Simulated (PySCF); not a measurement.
Compound: C₆H₆O₂ (charge +1 and doublet state).
Z-matrix (Å and degrees, GFN2-xTB geometry), rows numbered from 1:
```
C 
C   1  1.4805
O   2  1.1980  1  126.86
C   2  1.5395  1  114.78  3  -178.28
C   4  1.4720  2  118.09  1  -114.66
C   5  1.3301  4   65.17  2   -99.59
C   6  1.4181  4  132.39  5  -147.30
O   7  1.1727  6  139.72  4  -135.86
H   1  1.0924  2  108.57  3   105.99
H   1  1.0886  2  111.15  3  -136.11
H   1  1.0889  2  109.93  3   -12.96
H   4  1.0845  2  113.80  1    40.57
H   5  1.0655  4  146.13  6  -178.76
H   7  1.1717  6   97.84  4    41.91
```

The hyperfine couplings belong to this conformer and change with its torsions.

As a line formula: `C([C@H]1[C](C=O)[CH+]1)(C)=O` [radical] (charge +1).

Theory: UKS B3LYP, pcH-1 on C H O, non-relativistic, mean-field spin-orbit, GIAO in PySCF. Isolated species at its GFN2-xTB geometry (one conformer only). The geometry wasn't refined by DFT: couplings that depend on bond lengths, twists or pyramidal angles can differ widely from those at the functional's own minimum, by a factor of two or more for some ions and for spin on atoms past the first row. Stability of the SCF solution: not tested.

(1) What is the g tensor, term by term?

(2) What effective moment and Curie constant follow for a powder?

(3) What are the electron Larmor frequencies g μB B/h along the three axes at 3350 mT?

(4) At 93.714 GHz, how far is the centre of the isotropic spectrum from where a free electron (g = 2.002319) resonates?

(5) In a frozen sample, at which fields do the three g values resonate at 9.5, 34, 94 and 263 GHz (hyperfine left aside), and which band first spreads them over more than twice a line width of 1.0 mT?

Results:

(1) 
| Δg (ppm) | 1 | 2 | 3 |
| --- | --- | --- | --- |
| relativistic mass correction | -265 | -265 | -265 |
| gauge correction | 48 | 15 | 68 |
| orbital Zeeman/spin–orbit | -1803 | -191 | 2380 |
| total | -2019 | -440 | 2184 |

So g = 2.00030, 2.00188, 2.00450 and g_iso = 2.00223; the tensor is rhombic: the two nearest values differ by 38 % of g3 − g1. 

(2) With the mean of g² = 4.0089 and S(S+1) = 0.75: μ_eff = √(⟨g²⟩S(S+1)) = 1.734 μB and χT = 0.12505·⟨g²⟩·S(S+1) = 0.376 cm³ K/mol (cgs; spin-Hamiltonian part alone).

(3) 93.7889, 93.8630, 93.9860 GHz for g1, g2 and g3, a range of 197.1 MHz.

(4) B = hν/(g μB) with μB/h = 13.99624 MHz/mT gives 3343.95 mT for the free electron and 3344.10 mT at g_iso, 0.15 mT higher.

(5) 
```
band    GHz  B(g3) mT  B(g2) mT  B(g1) mT  spread mT
   X    9.5    338.61    339.06    339.33       0.71
   Q   34.0   1211.88   1213.47   1214.43       2.55
   W   94.0   3350.50   3354.89   3357.54       7.04
   J  263.0   9374.27   9386.56   9393.97      19.70
```

The spread grows in proportion to the frequency. Q band is the first where it exceeds 2.0 mT.

Largest spin populations (Mulliken): O3 (+0.30), O8 (+0.24), C5 (+0.20) and H14 (+0.09). Three atoms exceed +0.15.

The HOMO–LUMO gaps are 5.14 eV among the α and 2.35 eV among the β orbitals.

The SMILES draws the unpaired electron on C6; the largest computed Mulliken spin population is on O3 (0.30 against 0.04).
